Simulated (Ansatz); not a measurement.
Molecule: sum formula ZrH₃F (charge 0, singlet). 
Coordinates optimised at B3LYP-D3(BJ)/def2-TZVP (Ansatz, an electronic-structure program):
SMILES: [F][ZrH3]
```xyz
5

Zr    -0.2836    -0.0072    -0.0719
F      1.5463     0.0394     0.3918
H     -1.2661     0.7171     1.3198
H     -0.7778    -1.7682    -0.3570
H     -0.5292     0.9855    -1.6149
```

Dipole moments at this geometry, in debye (magnitudes).

| level | program | dipole (D) |
|---|---|---|
| BLYP/def2-TZVPD | Ansatz | 0.50 |
| revPBE/def2-TZVPD | Ansatz | 0.48 |
| PBE0/def2-TZVPD | Ansatz | 0.66 |
| BHLYP/def2-TZVPD | Ansatz | 0.77 |
| r2SCANh/def2-TZVPD | Ansatz | 0.60 |
| r2SCAN0/def2-TZVPD | Ansatz | … |
| CAM-B3LYP/def2-TZVPD | Ansatz | 0.64 |
| LC-wPBE/def2-TZVPD | Ansatz | 0.57 |
| wB97M-V/def2-TZVPD | Ansatz | 0.58 |
| CCSD(T)/def2-SVPD | Ansatz | … |

Problem. Fill in the missing entries.

Solution. 
- r2SCAN0/def2-TZVPD, dipole (D): 0.68
- CCSD(T)/def2-SVPD, dipole (D): 0.59
